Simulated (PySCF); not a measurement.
C3H7Br, SMILES CC(C)Br. Geometry: PBE-D3(BJ)/def2-SVP.

### Question
Give the equilibrium geometry at PBE-D3(BJ)/def2-SVP (PySCF confirms it by a frequency run) as a Z-matrix, and its point group. (The exact figures need the calculation; the answer reports its results.)

### Answer
point group Cs.
```
C
H 1 1.1077
C 1 1.5202 2 110.58
H 3 1.1066 1 111.71 2 -55.06
H 3 1.1086 4 108.35 1 122.56
H 3 1.1113 4 108.23 5 116.97
C 1 1.5202 2 110.58 3 127.25
H 7 1.1066 1 111.71 2 55.06
H 7 1.1086 8 108.35 1 -122.56
H 7 1.1113 8 108.23 9 -116.97
Br 1 1.9958 2 102.71 3 -116.37
```
